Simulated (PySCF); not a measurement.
From one molecule to another.

First species: C6H5F3O.
SMILES: `C(F)(=C(F)C1CCOC=1)F`

Second species: C3H16Si4.
Structure used (GFN2-xTB), in Å, numbered top down from 1:
```
atom  x, y, z in Å
C1    -4.292   -0.867    0.418
C2    -2.932   -0.322    0.839
C3    -1.914   -0.375   -0.296
Si4   -0.203    0.304    0.197
Si5    1.336    0.211   -1.533
Si6    3.464    0.917   -0.929
Si7    4.408   -0.224    0.845
H8    -4.207   -1.905    0.101
H9    -4.694   -0.288   -0.412
H10   -4.999   -0.817    1.243
H11   -2.559   -0.901    1.687
H12   -3.047    0.711    1.174
H13   -2.300    0.191   -1.147
H14   -1.815   -1.408   -0.636
H15    0.257   -0.468    1.363
H16   -0.406    1.677    0.686
H17    1.424   -1.165   -2.055
H18    0.843    0.962   -2.700
H19    3.394    2.351   -0.598
H20    4.387    0.896   -2.076
H21    4.545   -1.655    0.557
H22    3.565   -0.124    2.040
H23    5.740    0.237    1.242
```

Levels: PBE0/pcSseg-1 for dipole moment, HOMO energy, LUMO energy and HOMO–LUMO gap; GFN2-xTB for rotational constant A and rotational constant C. Geometries: GFN2-xTB. Each species is one conformer at its optimised geometry, gas phase, non-relativistic unless stated; the electronic structure was computed with PySCF and density fitting.

The conformers computed, where there is a choice (atom-mapped SMILES and torsion angles):
- `[F:1][C:2]([F:3])=[C:4]([F:5])[C:6]1=[CH:7][O:8][CH2:9][CH2:10]1`: C2–C4–C6–C7 180°
- `[CH3:1][CH2:2][CH2:3][SiH2:4][SiH2:5][SiH2:6][SiH3:7]`: C1–C2–C3–Si4 180°, C2–C3–Si4–Si5 180°, C3–Si4–Si5–Si6 -177°, Si4–Si5–Si6–Si7 57°

(1) Which of the two has the higher HOMO energy, and by how much?

(2) Which of the two has the higher rotational constant A, and by how much?

(3) Which of the two has the higher HOMO–LUMO gap, and by how much?

(4) Which has the higher rotational constant C?

(5) Which of the two has the higher LUMO energy, and by how much?

(6) Which of the two has the higher dipole moment, and by how much?

## Answers

(1) The first: -5.99 eV against -7.91 eV, a difference of 1.92 eV.

(2) The first: 2.741 GHz against 2.623 GHz, a difference of 0.118 GHz.

(3) The second: 7.55 eV against 5.45 eV, a difference of 2.10 eV.

(4) The first: 0.648 GHz against 0.327 GHz, a difference of 0.321 GHz.

(5) The second: -0.36 eV against -0.54 eV, a difference of 0.18 eV.

(6) The first: 2.30 D against 1.02 D, a difference of 1.28 D.

On the first: The dipole equals about 7.7 × 10⁻³⁰ C·m (1 D = 3.33564 × 10⁻³⁰ C·m).

On the second: The dipole matches unit charges of opposite sign 0.21 Å apart (1 e·Å = 4.8032 D). A dipole of 1.02 D is allowed in C1, and pure rotational transitions are dipole-allowed.
